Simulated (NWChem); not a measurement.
System: C2HF2O2, doublet; SMILES O=C(O)[C](F)F

Here is an NWChem input.

```
start job
memory heap 200 mb stack 900 mb global 1100 mb
geometry units angstroms noautosym nocenter noautoz
  O      1.180793    -1.358247     0.023642
  C      0.123084    -0.772036     0.049896
  O     -1.081874    -1.358837     0.110083
  C      0.017934     0.666051     0.049991
  F      1.067699     1.416275    -0.082766
  F     -1.110444     1.310200    -0.016704
  H     -0.917256    -2.313295     0.130119
end
basis spherical
  * library def2-svp
end
dft
  odft
  mult 2
  xc m06-2x
  iterations 150
end
cosmo
  dielec 20.7
end
task dft energy
```

Parts of the log:

```
             Northwest Computational Chemistry Package (NWChem) 7.3.0
             --------------------------------------------------------

                             Geometry "geometry" -> ""
                             -------------------------

 Output coordinates in angstroms (scale by  1.889725989 to convert to a.u.)

  No.       Tag          Charge          X              Y              Z
 ---- ---------------- ---------- -------------- -------------- --------------
    1 O                    8.0000     1.18079300    -1.35824700     0.02364200
    2 C                    6.0000     0.12308400    -0.77203600     0.04989600
    3 O                    8.0000    -1.08187400    -1.35883700     0.11008300
    4 C                    6.0000     0.01793400     0.66605100     0.04999100
    5 F                    9.0000     1.06769900     1.41627500    -0.08276600
    6 F                    9.0000    -1.11044400     1.31020000    -0.01670400
    7 H                    1.0000    -0.91725600    -2.31329500     0.13011900

 Effective nuclear repulsion energy (a.u.)     238.4176936140

                                 NWChem DFT Module
                                 -----------------

 Summary of "ao basis" -> "ao basis" (spherical)
 ------------------------------------------------------------------------------
       Tag                 Description            Shells   Functions and Types
 ---------------- ------------------------------  ------  ---------------------
 O                          def2-svp                 6       14   3s2p1d
 C                          def2-svp                 6       14   3s2p1d
 F                          def2-svp                 6       14   3s2p1d
 H                          def2-svp                 3        5   2s1p

 in cosmo_initialize ...

 solvent parameters
 solvname_short: unkn
 solvname_long:  unknown
 dielec:       20.7000

          ---------------
          -cosmo- solvent
          ---------------
 Cosmo: York-Karplus, doi: 10.1021/jp992097l
 dielectric constant -eps-     =  20.70
 screen = (eps-1)/(eps    )    =   0.95169
 surface charge correction     = lagrangian

   van der Waals surface
 --------------------------

 ---------- ATOMIC COORDINATES (A.U.) ------------ VDWR(ANG.) --
     1    2.23137522   -2.56671465    0.04467690     1.720
     2    0.23259503   -1.45893649    0.09428977     2.000
     3   -2.04444541   -2.56782959    0.20802671     1.720
     4    0.03389035    1.25865388    0.09446929     2.000
     5    2.01765855    2.67637167   -0.15640506     1.720
     6   -2.09843489    2.47591899   -0.03156598     1.720
     7   -1.73336250   -4.37149368    0.24588926     1.300
 number of segments per atom =         32
 number of   points per atom =         32
 atom (   nspa,  nppa )
 ----------------------
    1 (     20,     0 )       0
    2 (      8,     0 )       0
    3 (     17,     0 )       0
    4 (     10,     0 )       0
    5 (     21,     0 )       0
    6 (     21,     0 )       0
    7 (     16,     0 )       0
 number of -cosmo- surface points =      113
 molecular surface =    109.167 angstrom**2
 molecular volume  =     87.686 angstrom**3
 G(cav/disp)       =      1.406 kcal/mol
 -lineq- algorithm             =   0
 -bem- low  level              =   2
 -bem- from -octahedral-
 gaussian surface charge width =   4.50000
 degree of switching           =   1.00000
 switching function tolerance  =   0.00010
 atomic radii =
 --------------
    1  8.000  1.720
    2  6.000  2.000
    3  8.000  1.720
    4  6.000  2.000
    5  9.000  1.720
    6  9.000  1.720
    7  1.000  1.300
 ...... end of -cosmo- initialization ......

            General Information
            -------------------
          SCF calculation type: DFT
          Wavefunction type:  spin polarized.
          No. of atoms     :     7
          No. of electrons :    47
           Alpha electrons :    24
            Beta electrons :    23
          Charge           :     0
          Spin multiplicity:     2
          Use of symmetry is: off; symmetry adaption is: off
          Maximum number of iterations: 150
          AO basis - number of functions:    89
                     number of shells:    39
          Convergence on energy requested:  1.00D-06
          Convergence on density requested:  1.00D-05
          Convergence on gradient requested:  5.00D-04

              XC Information
              --------------
                       M06-2X Method XC Functional
                     Hartree-Fock (Exact) Exchange  0.540
                        M06-2X Exchange Functional  1.000
                      M06-2X Correlation Potential  1.000

             Grid Information
             ----------------
          Grid used for XC integration:  medium
          Radial quadrature: Mura-Knowles
          Angular quadrature: Lebedev.
          Tag              B.-S. Rad. Rad. Pts. Rad. Cut. Ang. Pts.
          ---              ---------- --------- --------- ---------
          O                   0.60       49           8.0       434
          C                   0.70       49           9.0       434
          F                   0.50       49          11.0       434
          H                   0.35       45           9.0       434
          Grid pruning is: on
          Number of quadrature shells:   339
          Spatial weights used:  Erf1

      Superposition of Atomic Density Guess
      -------------------------------------

 Sum of atomic energies:        -423.71623054

      Non-variational initial energy
      ------------------------------

 Total energy =    -425.978030
 1-e energy   =   -1059.967732
 2-e energy   =     395.572009
 HOMO         =      -0.108998
 LUMO         =       0.126260

[...]

                                   COSMO solvation results
                                   -----------------------

                 gas phase energy =      -426.414402100267
                 sol phase energy =      -426.424898176526
 (electrostatic) solvation energy =         0.010496076259 (    6.59 kcal/mol)

                    DFT Final Alpha Molecular Orbital Analysis
                    ------------------------------------------

 Vector   22  Occ=1.000000D+00  E=-4.251939D-01
              MO Center= -9.8D-02, -1.3D+00,  6.9D-02, r^2= 1.8D+00
   Bfn.  Coefficient  Atom+Function         Bfn.  Coefficient  Atom+Function
  ----- ------------  ---------------      ----- ------------  ---------------
    34      0.490469  3 O  pz                 6     -0.416411  1 O  pz
    37      0.378932  3 O  pz                 9     -0.303152  1 O  pz
    20     -0.095939  2 C  pz                27      0.047832  2 C  d  1
    23     -0.042303  2 C  pz                62     -0.040346  5 F  pz
    48     -0.038369  4 C  pz                65      0.026913  5 F  pz

 Vector   23  Occ=1.000000D+00  E=-3.906683D-01
              MO Center=  7.2D-01, -1.2D+00,  4.0D-02, r^2= 1.6D+00
   Bfn.  Coefficient  Atom+Function         Bfn.  Coefficient  Atom+Function
  ----- ------------  ---------------      ----- ------------  ---------------
     5      0.500482  1 O  py                 8      0.358564  1 O  py
     4      0.291198  1 O  px                32      0.260541  3 O  px
     7      0.208664  1 O  px                35      0.199917  3 O  px
    45     -0.164856  4 C  s                 47      0.148044  4 C  py
    44     -0.144636  4 C  s                 75      0.109954  6 F  py

 Vector   24  Occ=1.000000D+00  E=-2.910820D-01
              MO Center=  1.3D-01,  3.4D-01,  7.7D-02, r^2= 2.0D+00
   Bfn.  Coefficient  Atom+Function         Bfn.  Coefficient  Atom+Function
  ----- ------------  ---------------      ----- ------------  ---------------
    48      0.586100  4 C  pz                51      0.354563  4 C  pz
    62      0.255092  5 F  pz                76      0.254169  6 F  pz
     6     -0.252408  1 O  pz                 9     -0.222731  1 O  pz
    65     -0.219048  5 F  pz                79     -0.217305  6 F  pz
    34     -0.148320  3 O  pz                20      0.144039  2 C  pz

 Vector   25  Occ=0.000000D+00  E= 7.870215D-02
              MO Center=  1.7D-01, -5.4D-01,  1.1D-01, r^2= 2.0D+00
   Bfn.  Coefficient  Atom+Function         Bfn.  Coefficient  Atom+Function
  ----- ------------  ---------------      ----- ------------  ---------------
    23      0.630773  2 C  pz                20      0.590462  2 C  pz
     9     -0.381998  1 O  pz                45     -0.372435  4 C  s
    48     -0.365375  4 C  pz                51     -0.345134  4 C  pz
     6     -0.314353  1 O  pz                37     -0.259011  3 O  pz
    34     -0.224921  3 O  pz                73      0.117004  6 F  s

 Vector   26  Occ=0.000000D+00  E= 1.102099D-01
              MO Center= -8.5D-01, -2.4D+00,  1.3D-01, r^2= 2.6D+00
   Bfn.  Coefficient  Atom+Function         Bfn.  Coefficient  Atom+Function
  ----- ------------  ---------------      ----- ------------  ---------------
    86      1.383102  7 H  s                 31     -0.751375  3 O  s
    45     -0.452438  4 C  s                 17      0.423755  2 C  s
    36      0.377710  3 O  py                22      0.297802  2 C  py
    49     -0.280623  4 C  px                50      0.221262  4 C  py
    33      0.208592  3 O  py                30     -0.191252  3 O  s

 Vector   27  Occ=0.000000D+00  E= 1.708477D-01
              MO Center= -1.4D-03,  8.4D-01, -1.1D-01, r^2= 2.4D+00
   Bfn.  Coefficient  Atom+Function         Bfn.  Coefficient  Atom+Function
  ----- ------------  ---------------      ----- ------------  ---------------
    45      2.194199  4 C  s                 22     -0.718880  2 C  py
    73     -0.682330  6 F  s                 59     -0.660482  5 F  s
    77     -0.347329  6 F  px                63      0.327691  5 F  px
     3     -0.322202  1 O  s                 16     -0.299674  2 C  s
    19     -0.259708  2 C  py                47      0.232902  4 C  py

                     DFT Final Beta Molecular Orbital Analysis
                     -----------------------------------------

 Vector   21  Occ=1.000000D+00  E=-4.976988D-01
              MO Center= -1.4D-01, -1.0D+00,  6.6D-02, r^2= 2.5D+00
   Bfn.  Coefficient  Atom+Function         Bfn.  Coefficient  Atom+Function
  ----- ------------  ---------------      ----- ------------  ---------------
    32      0.298456  3 O  px                 4      0.279855  1 O  px
    33     -0.265361  3 O  py                18     -0.218132  2 C  px
    31     -0.216950  3 O  s                 85      0.198393  7 H  s
    35      0.197237  3 O  px                 5     -0.195339  1 O  py
    19      0.170682  2 C  py                 7      0.168696  1 O  px

 Vector   22  Occ=1.000000D+00  E=-4.000788D-01
              MO Center=  7.8D-04, -1.3D+00,  6.6D-02, r^2= 1.8D+00
   Bfn.  Coefficient  Atom+Function         Bfn.  Coefficient  Atom+Function
  ----- ------------  ---------------      ----- ------------  ---------------
    34      0.466267  3 O  pz                 6     -0.411950  1 O  pz
    37      0.375007  3 O  pz                 9     -0.307700  1 O  pz
    20     -0.161010  2 C  pz                23     -0.090819  2 C  pz
    27      0.049010  2 C  d  1              62     -0.042786  5 F  pz
    48     -0.029106  4 C  pz                65      0.028799  5 F  pz

 Vector   23  Occ=1.000000D+00  E=-3.830918D-01
              MO Center=  7.3D-01, -1.2D+00,  3.8D-02, r^2= 1.6D+00
   Bfn.  Coefficient  Atom+Function         Bfn.  Coefficient  Atom+Function
  ----- ------------  ---------------      ----- ------------  ---------------
     5      0.502080  1 O  py                 8      0.364262  1 O  py
     4      0.283486  1 O  px                32      0.256328  3 O  px
     7      0.206756  1 O  px                35      0.198182  3 O  px
    45     -0.155758  4 C  s                 47      0.148602  4 C  py
    44     -0.141542  4 C  s                 31      0.109023  3 O  s

 Vector   24  Occ=0.000000D+00  E=-6.394195D-02
              MO Center=  1.9D-01,  4.7D-02,  7.9D-02, r^2= 2.2D+00
   Bfn.  Coefficient  Atom+Function         Bfn.  Coefficient  Atom+Function
  ----- ------------  ---------------      ----- ------------  ---------------
    48      0.450763  4 C  pz                51      0.397734  4 C  pz
     9     -0.300921  1 O  pz                 6     -0.294441  1 O  pz
    20      0.256367  2 C  pz                62      0.207686  5 F  pz
    76      0.207198  6 F  pz                65     -0.202912  5 F  pz
    79     -0.200685  6 F  pz                23      0.197723  2 C  pz

 Vector   25  Occ=0.000000D+00  E= 1.123684D-01
              MO Center= -8.6D-01, -2.4D+00,  1.3D-01, r^2= 2.5D+00
   Bfn.  Coefficient  Atom+Function         Bfn.  Coefficient  Atom+Function
  ----- ------------  ---------------      ----- ------------  ---------------
    86      1.392135  7 H  s                 31     -0.748230  3 O  s
    17      0.422958  2 C  s                 45     -0.392796  4 C  s
    36      0.386645  3 O  py                22      0.277265  2 C  py
    49     -0.273617  4 C  px                50      0.231850  4 C  py
    33      0.217304  3 O  py                30     -0.187367  3 O  s

 Vector   26  Occ=0.000000D+00  E= 1.248243D-01
              MO Center=  1.6D-01, -2.1D-01,  2.2D-01, r^2= 2.3D+00
   Bfn.  Coefficient  Atom+Function         Bfn.  Coefficient  Atom+Function
  ----- ------------  ---------------      ----- ------------  ---------------
    45      0.698894  4 C  s                 23     -0.606257  2 C  pz
    20     -0.525958  2 C  pz                51      0.506392  4 C  pz
    48      0.384605  4 C  pz                 9      0.367191  1 O  pz
     6      0.283405  1 O  pz                22     -0.227199  2 C  py
    37      0.225594  3 O  pz                59     -0.195946  5 F  s

   alpha - beta orbital overlaps
   -----------------------------

   alpha      1      2      3      4      5      6      7      8      9     10
    beta      1      2      3      4      5      6      7      8      9     10
 overlap   1.000  1.000  1.000  1.000  1.000  1.000  1.000  1.000  0.999  0.999

   alpha     11     12     13     14     15     16     17     18     19     20
    beta     11     12     13     15     14     16     18     17     19     20
 overlap   0.998  0.999  1.000  0.996  0.998  0.962  0.928  0.998  0.956  0.985

   alpha     21     22     23     24     25     26     27     28     29     30
    beta     21     22     23     24     26     25     27     28     29     30
 overlap   0.999  0.994  0.999  0.976  0.972  0.999  0.986  0.993  0.995  0.987

   alpha     31     32     33     34     35     36     37     38     39     40
    beta     31     32     33     34     35     36     37     38     39     40
 overlap   0.990  0.934  0.933  0.977  0.958  0.990  0.973  0.997  0.997  0.998

   alpha     41     42     43     44     45     46     47     48     49     50
    beta     41     42     43     44     45     46     47     48     49     50
 overlap   1.000  0.998  1.000  0.999  0.997  0.998  0.996  0.995  0.998  0.993

   alpha     51     52     53     54     55     56     57     58     59     60
    beta     51     52     53     54     55     56     57     58     59     60
 overlap   1.000  0.999  0.999  0.990  0.983  0.930  0.936  0.993  0.988  0.983

[...]
```

Level: M06-2X/def2-SVP, spin-unrestricted, COSMO on the gas-phase geometry. Structure relaxed at the PBE0/def2-SVP, spin-unrestricted level. No stability test was run on the SCF state. COSMO prints the solvation energy as gas minus solution, so a positive value is a stabilisation.
